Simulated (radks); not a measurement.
Species: Hf2+. Configuration: [Xe] 4f14 5d2. All-electron calculation, scalar-relativistic Kohn-Sham, r2SCAN, spin-unpolarised, spherical densities, finite nucleus; meta-GGA in the generalised Kohn-Sham scheme; Fermi nuclear charge, rms radius 5.347 fm. Program: a radial shooting solver on a logarithmic mesh with Libxc functionals.

Local quantities along the radius. ELF = 1/(1 + alpha^2) is the electron localisation function; alpha = (tau - tau_W)/tau_unif compares the Pauli kinetic energy density with that of the uniform gas; -r V(r) is the screened charge that the Kohn-Sham potential presents (atomic units); 4 pi r^2 rho is in e/bohr. tau is taken from the large components.

r (bohr)     ELF    alpha  -r V(r)  4 pi r^2 rho
0.0006988  0.999  0.02271    71.76         3.863
0.0009547  0.999  0.02334    71.64         6.338
0.001294   0.999  0.02466    71.49         10.13
0.001768   0.999  0.02707    71.28         16.08
0.002415   0.999  0.03117    71.00         24.90
0.003299   0.999  0.03814    70.62         37.24
0.004471   0.998  0.05002    70.11         52.70
0.006108   0.995  0.07289    69.42         70.75
0.008345   0.986   0.1204    68.51         87.40
0.0114     0.949   0.2308    67.32         97.17
0.01545    0.803   0.4955    65.82         96.28
0.02111    0.471    1.059    63.71         88.72
0.02884    0.332    1.418    61.28         89.08
0.03908    0.526   0.9496    58.34         108.0
0.05339    0.735   0.6012    54.69         130.0
0.07294    0.640   0.7499    50.26         122.6
0.09965    0.351    1.360    45.09         101.2
0.1351     0.525   0.9507    39.75         111.4
0.1845     0.728   0.6113    33.77         114.5
0.2521     0.385    1.264    27.34         71.91
0.3444     0.387    1.258    21.32         61.71
0.4667     0.712   0.6367    15.84         70.01
0.6376     0.552   0.9000    10.93         43.70
0.871      0.339    1.398    7.467         21.34
1.19       0.540   0.9230    5.298         13.14
1.613      0.534   0.9338    3.897         6.457
2.203      0.191    2.060    2.933         1.986
3.01       0.036    5.143    2.577        0.4841
4.079      0.008    11.05    2.368       0.09920
5.573      0.001    40.06    2.178      0.009645
7.613      0.000    335.0    2.048     0.0002879

On this mesh the ELF has minima near r = 0.029, 0.100, 0.29, 0.87 bohr, which separate the shells, and maxima near 0.053 (0.73), 0.18 (0.73), 0.47 (0.71), 1.4 (0.59).
